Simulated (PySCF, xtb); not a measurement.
InH, SMILES [InH] (connectivity only; charge and spin as stated), neutral, multiplicity 1.

GFN2-xTB in xtb at its own geometry gives an orbital gap of 3.88 eV and a dipole moment of 4.40 D.

Geometry: B3LYP-D3(BJ)/def2-TZVPD. The def2 effective core potentials stand for the cores of In; spin–orbit coupling is left out.

Problem. What does CAM-B3LYP/def2-TZVPD (PySCF) give? (The exact figures need the calculation; the answer reports its results.)

Solution. gap 5.97 eV (levels -6.93 and -0.97 eV), dipole 0.98 D.
